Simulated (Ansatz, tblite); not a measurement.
Removing and adding an electron: Mg₅O₇H₄, a hydroxylated oxide cluster. The state is a singlet with charge 0. Geometry: PBE-D4/def2-SVP. Ansatz, gas phase; energy differences of separate SCF runs; the oxidised species was run as a doublet alone; the reduced species was run as a doublet alone.

```xyz
16

Mg    0.7770   -0.1950    1.3107
Mg    0.7745    1.5690   -0.9177
Mg   -0.9642   -0.6416   -0.9240
Mg   -0.4104    2.2846    1.4845
Mg    2.2115    2.0937    1.3166
O    -0.0722    0.3821   -2.3322
O    -2.1932   -2.2795   -0.6079
O    -0.8291    0.7816    0.3274
O     0.8820    3.1585    0.2951
O     0.0747   -1.9037    0.4110
O     2.1716    0.5683    0.1049
O     0.8988    1.3354    2.5992
H     0.3546    0.0982   -3.1556
H    -3.0257   -2.2427   -0.1023
H    -1.4344   -2.4943    0.0516
H     0.7845   -2.5146    0.1387
```

The xTB rows come from tblite. Single mean-field runs in def2-TZVP are fitted with def2-universal-jkfit.

```json
{"level": "GFN1-xTB", "−HOMO (eV)": "10.64", "vertical IE (eV)": "13.63", "−LUMO (eV)": "9.17", "vertical EA (eV)": "6.49", "HOMO–LUMO gap (eV)": "1.47", "IE − EA (eV)": "7.15", "remarks": "–"}
{"level": "GFN2-xTB", "−HOMO (eV)": "10.87", "vertical IE (eV)": "13.56", "−LUMO (eV)": "9.98", "vertical EA (eV)": "7.49", "HOMO–LUMO gap (eV)": "0.89", "IE − EA (eV)": "6.08", "remarks": "–"}
{"level": "PBE-D4/def2-TZVP", "−HOMO (eV)": "4.20", "vertical IE (eV)": "–", "−LUMO (eV)": "2.01", "vertical EA (eV)": "0.58", "HOMO–LUMO gap (eV)": "2.19", "IE − EA (eV)": "–", "remarks": "HOMO above zero (-1 doublet)"}
{"level": "PBE0-D4/def2-TZVP", "−HOMO (eV)": "5.54", "vertical IE (eV)": "7.24", "−LUMO (eV)": "1.27", "vertical EA (eV)": "0.29", "HOMO–LUMO gap (eV)": "4.27", "IE − EA (eV)": "6.95", "remarks": "HOMO above zero (-1 doublet)"}
{"level": "CAM-B3LYP-D4/def2-TZVP", "−HOMO (eV)": "7.01", "vertical IE (eV)": "7.57", "−LUMO (eV)": "0.62", "vertical EA (eV)": "0.13", "HOMO–LUMO gap (eV)": "6.39", "IE − EA (eV)": "7.43", "remarks": "HOMO above zero (-1 doublet)"}
```

Relaxing the reduced species (PBE-D4/def2-SVP) changes its energy by -0.05 eV at PBE-D4/def2-TZVP, so the adiabatic electron affinity to this nearest minimum is 0.63 eV. At PBE0-D4/def2-TZVP it is 0.30 eV. The highest occupied level of the relaxed charge -1 doublet lies above zero (up to 0.81 eV). By energy differences its removal costs 0.63 eV (each at its own geometry, to the charge 0 singlet, at PBE-D4/def2-TZVP); self-interaction error and the lack of diffuse functions both raise the level.  Run but left out: PBE-D4/def2-TZVP (charge +1 doublet: an occupied level 0.13 eV above an empty one).   A HOMO above zero means that the electron is unbound at that level or that self-interaction error raises the level; the energy of removing that electron tells which. Raw xTB energy differences between charge states are shifted by several eV; the methods need an empirical correction for them. Sets without diffuse functions give affinities that are too small.
